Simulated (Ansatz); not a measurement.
Method: Ansatz (a first-principles code) with PBE0-D4/def2-SVP. No frequencies were computed at this level.

Ansatz 0.2 input:
```yaml
crystal:
  periodic: [false, false, false]
  atoms:
    - { symbol: In, position_ang: [0.03842, 0.024008, -0.026598] }
    - { symbol: F, position_ang: [-0.489061, -0.524619, -1.847997] }
    - { symbol: F, position_ang: [-0.345959, 1.878964, 0.528481] }
    - { symbol: F, position_ang: [1.577028, -0.890607, 0.805798] }
    - { symbol: C, position_ang: [-1.026488, -1.754985, 2.227177] }
    - { symbol: N, position_ang: [-1.626968, -1.016862, 1.126427] }
    - { symbol: C, position_ang: [-2.314854, -1.920516, 0.21688] }
    - { symbol: C, position_ang: [-2.538962, 0.000287, 1.627155] }
    - { symbol: H, position_ang: [-1.79245, -2.271404, 2.816235] }
    - { symbol: H, position_ang: [-0.476716, -1.06459, 2.867936] }
    - { symbol: H, position_ang: [-0.317622, -2.482515, 1.83074] }
    - { symbol: H, position_ang: [-2.721163, -1.351473, -0.619814] }
    - { symbol: H, position_ang: [-3.12561, -2.449806, 0.72962] }
    - { symbol: H, position_ang: [-1.602129, -2.643018, -0.18247] }
    - { symbol: H, position_ang: [-3.363172, -0.454593, 2.187635] }
    - { symbol: H, position_ang: [-1.99344, 0.688828, 2.27312] }
    - { symbol: H, position_ang: [-2.938915, 0.571488, 0.788565] }
basis:
  gaussian: { orbitals: def2-svp }
hamiltonian:
  xc: pbe0
  dispersion: d4
relax:
  max_steps: 150
```

Output:

```
[...]
mean field -18051.66934318 eV, -663.3866125010 hartree, gradient 1.7e-5 eV, S^2 0.000000; 0 other end points of the search recorded, 0 dependent functions left out
reference -18051.66938648 eV, -663.3866140922 hartree; 41, 41 occupied and 128, 128 virtual orbitals, 1944 factors
relax step   7: F+E_penalty+E_count = -18052.03161212 eV  Δ(F+E_penalty+E_count) = -5.811e-3 eV  max|allowed force component| = 5.600e-2 eV/Å  Δτ_max = 0.0984 Å  (29 SCF iters, accepted)
these checks for a lower state are left out or cut short: starts, cluster_reference, orbital_swaps, neighbouring_geometries, increment
1944 factors; integrals over basis functions are off by at most 2.1e-4 eV
mean field evaluation 64: about -18051.6742 eV, gradient 3.0e-4 eV
mean field -18051.67420044 eV, -663.3867910019 hartree, gradient 2.1e-5 eV, S^2 0.000000; 0 other end points of the search recorded, 0 dependent functions left out
reference -18051.67424402 eV, -663.3867926033 hartree; 41, 41 occupied and 128, 128 virtual orbitals, 1944 factors
relax step   8: F+E_penalty+E_count = -18052.03565941 eV  Δ(F+E_penalty+E_count) = -4.047e-3 eV  max|allowed force component| = 2.222e-1 eV/Å  Δτ_max = 0.1463 Å  (30 SCF iters, accepted)
these checks for a lower state are left out or cut short: starts, cluster_reference, orbital_swaps, neighbouring_geometries, increment
1944 factors; integrals over basis functions are off by at most 2.1e-4 eV
mean field -18051.67464443 eV, -663.3868073183 hartree, gradient 1.9e-5 eV, S^2 0.000000; 0 other end points of the search recorded, 0 dependent functions left out
reference -18051.67468777 eV, -663.3868089109 hartree; 41, 41 occupied and 128, 128 virtual orbitals, 1944 factors
relax step   9: F+E_penalty+E_count = -18052.03770878 eV  Δ(F+E_penalty+E_count) = -2.049e-3 eV  max|allowed force component| = 2.622e-1 eV/Å  Δτ_max = 0.1153 Å  (30 SCF iters, accepted)
these checks for a lower state are left out or cut short: starts, cluster_reference, orbital_swaps, neighbouring_geometries, increment
1944 factors; integrals over basis functions are off by at most 2.1e-4 eV
mean field -18051.68988994 eV, -663.3873675805 hartree, gradient 2.1e-5 eV, S^2 0.000000; 0 other end points of the search recorded, 0 dependent functions left out
reference -18051.68993341 eV, -663.3873691780 hartree; 41, 41 occupied and 128, 128 virtual orbitals, 1944 factors
relax step  10: F+E_penalty+E_count = -18052.05336542 eV  Δ(F+E_penalty+E_count) = -1.566e-2 eV  max|allowed force component| = 1.387e-2 eV/Å  Δτ_max = 0.1331 Å  (30 SCF iters, accepted)
these checks for a lower state are left out or cut short: starts, cluster_reference, orbital_swaps, neighbouring_geometries, increment
1944 factors; integrals over basis functions are off by at most 2.1e-4 eV
mean field -18051.68997547 eV, -663.3873707235 hartree, gradient 1.7e-5 eV, S^2 0.000000; 0 other end points of the search recorded, 0 dependent functions left out
reference -18051.69001894 eV, -663.3873723210 hartree; 41, 41 occupied and 128, 128 virtual orbitals, 1944 factors
relax step  11: F+E_penalty+E_count = -18052.05369561 eV  Δ(F+E_penalty+E_count) = -3.302e-4 eV  max|allowed force component| = 1.408e-2 eV/Å  Δτ_max = 0.0070 Å  (25 SCF iters, accepted)
these checks for a lower state are left out or cut short: starts, cluster_reference, orbital_swaps, neighbouring_geometries, increment
1944 factors; integrals over basis functions are off by at most 2.1e-4 eV
mean field -18051.69441214 eV, -663.3875337681 hartree, gradient 1.8e-5 eV, S^2 0.000000; 0 other end points of the search recorded, 0 dependent functions left out
reference -18051.69445554 eV, -663.3875353631 hartree; 41, 41 occupied and 128, 128 virtual orbitals, 1944 factors
relax step  12: F+E_penalty+E_count = -18052.05867168 eV  Δ(F+E_penalty+E_count) = -4.976e-3 eV  max|allowed force component| = 3.269e-2 eV/Å  Δτ_max = 0.1062 Å  (29 SCF iters, accepted)
these checks for a lower state are left out or cut short: starts, cluster_reference, orbital_swaps, neighbouring_geometries, increment
1944 factors; integrals over basis functions are off by at most 2.1e-4 eV
mean field evaluation 96: about -18051.6175 eV, gradient 2.3e-1 eV
mean field -18051.69796182 eV, -663.3876642167 hartree, gradient 1.4e-5 eV, S^2 0.000000; 0 other end points of the search recorded, 0 dependent functions left out
reference -18051.69800510 eV, -663.3876658072 hartree; 41, 41 occupied and 128, 128 virtual orbitals, 1944 factors
relax step  13: F+E_penalty+E_count = -18052.06265995 eV  Δ(F+E_penalty+E_count) = -3.988e-3 eV  max|allowed force component| = 1.692e-1 eV/Å  Δτ_max = 0.1953 Å  (29 SCF iters, accepted)
these checks for a lower state are left out or cut short: starts, cluster_reference, orbital_swaps, neighbouring_geometries, increment
1944 factors; integrals over basis functions are off by at most 2.0e-4 eV
mean field -18051.70023679 eV, -663.3877478201 hartree, gradient 1.7e-5 eV, S^2 0.000000; 0 other end points of the search recorded, 0 dependent functions left out
reference -18051.70028005 eV, -663.3877494098 hartree; 41, 41 occupied and 128, 128 virtual orbitals, 1944 factors
relax step  14: F+E_penalty+E_count = -18052.06536773 eV  Δ(F+E_penalty+E_count) = -2.708e-3 eV  max|allowed force component| = 5.934e-2 eV/Å  Δτ_max = 0.0144 Å  (32 SCF iters, accepted)
these checks for a lower state are left out or cut short: starts, cluster_reference, orbital_swaps, neighbouring_geometries, increment
1944 factors; integrals over basis functions are off by at most 2.1e-4 eV
mean field -18051.70061696 eV, -663.3877617912 hartree, gradient 1.7e-5 eV, S^2 0.000000; 0 other end points of the search recorded, 0 dependent functions left out
reference -18051.70066017 eV, -663.3877633790 hartree; 41, 41 occupied and 128, 128 virtual orbitals, 1944 factors
relax step  15: F+E_penalty+E_count = -18052.06602716 eV  Δ(F+E_penalty+E_count) = -6.594e-4 eV  max|allowed force component| = 1.024e-1 eV/Å  Δτ_max = 0.0567 Å  (30 SCF iters, accepted)
these checks for a lower state are left out or cut short: starts, cluster_reference, orbital_swaps, neighbouring_geometries, increment
1944 factors; integrals over basis functions are off by at most 2.0e-4 eV
mean field -18051.70285706 eV, -663.3878441132 hartree, gradient 1.7e-5 eV, S^2 0.000000; 0 other end points of the search recorded, 0 dependent functions left out
reference -18051.70290031 eV, -663.3878457027 hartree; 41, 41 occupied and 128, 128 virtual orbitals, 1944 factors
relax step  16: F+E_penalty+E_count = -18052.06811292 eV  Δ(F+E_penalty+E_count) = -2.086e-3 eV  max|allowed force component| = 3.592e-2 eV/Å  Δτ_max = 0.0615 Å  (30 SCF iters, accepted)
these checks for a lower state are left out or cut short: starts, cluster_reference, orbital_swaps, neighbouring_geometries, increment
1944 factors; integrals over basis functions are off by at most 2.0e-4 eV
mean field evaluation 128: about -18051.6979 eV, gradient 1.1e-5 eV
mean field -18051.69794543 eV, -663.3876636142 hartree, gradient 1.1e-5 eV, S^2 0.000000; 0 other end points of the search recorded, 0 dependent functions left out
reference -18051.69798833 eV, -663.3876651907 hartree; 41, 41 occupied and 128, 128 virtual orbitals, 1944 factors
relax step  17: F+E_penalty+E_count = -18052.06407002 eV  Δ(F+E_penalty+E_count) = +4.043e-3 eV  max|allowed force component| = 2.076e-1 eV/Å  Δτ_max = 0.1897 Å  (30 SCF iters, rejected (line search))
these checks for a lower state are left out or cut short: starts, cluster_reference, orbital_swaps, neighbouring_geometries, increment
1944 factors; integrals over basis functions are off by at most 2.0e-4 eV
mean field -18051.70407711 eV, -663.3878889492 hartree, gradient 1.7e-5 eV, S^2 0.000000; 0 other end points of the search recorded, 0 dependent functions left out
reference -18051.70412027 eV, -663.3878905353 hartree; 41, 41 occupied and 128, 128 virtual orbitals, 1944 factors
relax step  18: F+E_penalty+E_count = -18052.06952164 eV  Δ(F+E_penalty+E_count) = -1.409e-3 eV  max|allowed force component| = 4.077e-2 eV/Å  Δτ_max = 0.0932 Å  (30 SCF iters, accepted)
these checks for a lower state are left out or cut short: starts, cluster_reference, orbital_swaps, neighbouring_geometries, increment
1944 factors; integrals over basis functions are off by at most 2.0e-4 eV
mean field -18051.70430196 eV, -663.3878972125 hartree, gradient 1.7e-5 eV, S^2 0.000000; 0 other end points of the search recorded, 0 dependent functions left out
reference -18051.70434504 eV, -663.3878987955 hartree; 41, 41 occupied and 128, 128 virtual orbitals, 1944 factors
relax step  19: F+E_penalty+E_count = -18052.06993040 eV  Δ(F+E_penalty+E_count) = -4.088e-4 eV  max|allowed force component| = 4.621e-2 eV/Å  Δτ_max = 0.0557 Å  (30 SCF iters, accepted)
these checks for a lower state are left out or cut short: starts, cluster_reference, orbital_swaps, neighbouring_geometries, increment
1944 factors; integrals over basis functions are off by at most 2.0e-4 eV
mean field -18051.70457076 eV, -663.3879070904 hartree, gradient 1.7e-5 eV, S^2 0.000000; 0 other end points of the search recorded, 0 dependent functions left out
reference -18051.70461381 eV, -663.3879086728 hartree; 41, 41 occupied and 128, 128 virtual orbitals, 1944 factors
relax step  20: F+E_penalty+E_count = -18052.07022549 eV  Δ(F+E_penalty+E_count) = -2.951e-4 eV  max|allowed force component| = 2.636e-2 eV/Å  Δτ_max = 0.0209 Å  (32 SCF iters, accepted)
these checks for a lower state are left out or cut short: starts, cluster_reference, orbital_swaps, neighbouring_geometries, increment
1944 factors; integrals over basis functions are off by at most 2.0e-4 eV
mean field -18051.70462410 eV, -663.3879090508 hartree, gradient 1.7e-5 eV, S^2 0.000000; 0 other end points of the search recorded, 0 dependent functions left out
reference -18051.70466712 eV, -663.3879106318 hartree; 41, 41 occupied and 128, 128 virtual orbitals, 1944 factors
relax step  21: F+E_penalty+E_count = -18052.07038337 eV  Δ(F+E_penalty+E_count) = -1.579e-4 eV  max|allowed force component| = 4.889e-3 eV/Å  Δτ_max = 0.0258 Å  (31 SCF iters, accepted)
these checks for a lower state are left out or cut short: starts, cluster_reference, orbital_swaps, neighbouring_geometries, increment
1944 factors; integrals over basis functions are off by at most 2.0e-4 eV
mean field evaluation 160: about -18051.7046 eV, gradient 3.0e-1 eV
mean field -18051.70481811 eV, -663.3879161806 hartree, gradient 1.7e-5 eV, S^2 0.000000; 0 other end points of the search recorded, 0 dependent functions left out
reference -18051.70486115 eV, -663.3879177621 hartree; 41, 41 occupied and 128, 128 virtual orbitals, 1944 factors
relax step  22: F+E_penalty+E_count = -18052.07038265 eV  Δ(F+E_penalty+E_count) = +7.159e-7 eV  max|allowed force component| = 7.927e-3 eV/Å  Δτ_max = 0.0235 Å  (32 SCF iters, accepted)
these checks for a lower state are left out or cut short: starts, cluster_reference, orbital_swaps, neighbouring_geometries, increment
1944 factors; integrals over basis functions are off by at most 2.0e-4 eV
mean field -18051.70468863 eV, -663.3879114221 hartree, gradient 9.7e-6 eV, S^2 0.000000; 0 other end points of the search recorded, 0 dependent functions left out
reference -18051.70473166 eV, -663.3879130037 hartree; 41, 41 occupied and 128, 128 virtual orbitals, 1944 factors
relax step  23: F+E_penalty+E_count = -18052.07024760 eV  Δ(F+E_penalty+E_count) = +1.351e-4 eV  max|allowed force component| = 1.073e-2 eV/Å  Δτ_max = 0.0186 Å  (25 SCF iters, rejected (line search))
relax step  24: F+E_penalty+E_count = -18052.07038265 eV  Δ(F+E_penalty+E_count) = +0.000e0 eV  max|allowed force component| = 7.927e-3 eV/Å  Δτ_max = 0.0000 Å  (32 SCF iters, accepted)
1944 factors; integrals over basis functions are off by at most 2.0e-4 eV
mean field -18051.70481811 eV, -663.3879161806 hartree, gradient 1.7e-5 eV, S^2 0.000000; 1 other end points of the search recorded, 0 dependent functions left out
reference -18051.70486115 eV, -663.3879177621 hartree; 41, 41 occupied and 128, 128 virtual orbitals, 1944 factors
Total energy: -18052.07042569 eV, -663.4013520112 hartree
Atom 0 at     0.018901     0.011786    -0.013846 Å, force     0.007927     0.004473    -0.005594 eV/Å
Atom 1 at    -1.053299     0.566337    -1.561864 Å, force    -0.002247    -0.003391     0.005272 eV/Å
Atom 2 at     0.461097     1.358349     1.344290 Å, force    -0.003685    -0.002843     0.001795 eV/Å
Atom 3 at     1.203425    -1.541445    -0.208075 Å, force    -0.006245     0.000167     0.002775 eV/Å
Atom 4 at    -1.045657    -1.530699     2.376193 Å, force     0.002423    -0.000346     0.002342 eV/Å
Atom 5 at    -1.636681    -1.023102     1.133490 Å, force     0.003923     0.000725    -0.003160 eV/Å
Atom 6 at    -2.133575    -2.109560     0.282597 Å, force    -0.001542    -0.001736    -0.002379 eV/Å
Atom 7 at    -2.671993    -0.017090     1.393112 Å, force    -0.001463     0.003928     0.000644 eV/Å
Atom 8 at    -1.801774    -2.049765     2.991548 Å, force    -0.000161     0.000280    -0.000984 eV/Å
Atom 9 at    -0.624742    -0.688782     2.943618 Å, force     0.000159     0.000351     0.000547 eV/Å
Atom 10 at    -0.232406    -2.227313     2.128563 Å, force     0.000885    -0.000580     0.000691 eV/Å
Atom 11 at    -2.503018    -1.685679    -0.661756 Å, force    -0.000337    -0.000210    -0.001034 eV/Å
Atom 12 at    -2.948058    -2.663376     0.782281 Å, force     0.000158     0.000113    -0.000015 eV/Å
Atom 13 at    -1.305810    -2.796675     0.057618 Å, force     0.000423    -0.001599    -0.000085 eV/Å
Atom 14 at    -3.518665    -0.454480     1.951334 Å, force     0.000578    -0.000856    -0.000153 eV/Å
Atom 15 at    -2.234611     0.806385     1.974944 Å, force     0.000442     0.001026     0.000051 eV/Å
Atom 16 at    -3.031195     0.383698     0.434844 Å, force    -0.001237     0.000497    -0.000711 eV/Å
Dipole moment:    -0.877384    -0.548990     0.607889 e Å
```

Cost: roughly 7 core-minutes.
